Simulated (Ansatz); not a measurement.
The cluster Na3Br4, relaxed as a doublet with UKS r2SCAN-D4/def2-SVP in Ansatz, starting from the GFN2-xTB geometry. Force threshold 0.02 eV/Å.

In the doublet, Br4 and Br6 lie 2.96 Å apart (atoms count from 1), so these atoms are partly bonded to each other. The structure comes from a short search, and lower isomers may exist.

Start:

```xyz
7

Na    0.9423    2.0146   -0.8580
Na   -0.0695   -0.3804    2.8173
Na   -0.8651   -1.7133   -1.4254
Br    1.3431   -0.3102   -2.3660
Br    1.1500    1.7546    1.8214
Br   -1.7027    0.9875   -1.1887
Br   -0.7983   -2.3530    1.1993
```

Question: Estimate the energy that the relaxation releases and the steps that it takes.

Answer: 42.9 kJ/mol, in 10 steps; 2.1 min on 4 threads of Arm Neoverse V1 on a shared host. The force fell under the threshold at step 8, but the optimiser went on and released 0.002 eV more. No frequencies were taken in this run, so the end may be a saddle point.

Question: Does the start keep its bonding and symmetry?

Answer: By distances, no bond broke or formed. The bond that changes most is Na3–Br4, from 2.78 to 2.87 Å (atoms count from 1). Point group Cs at the start, Cs at the end, both within 0.05 Å.

Question: Predict the relaxed structure.

Answer: 
```xyz
7

Na    0.789    1.924   -0.570
Na    0.220   -0.504    2.700
Na   -0.907   -1.621   -1.094
Br    1.114   -0.162   -2.508
Br    1.225    1.887    2.059
Br   -1.539    1.031   -1.990
Br   -0.902   -2.553    1.403
```
Bond lengths (bridged metal pairs left out): 8 × Br–Na 2.67 to 2.87 Å.
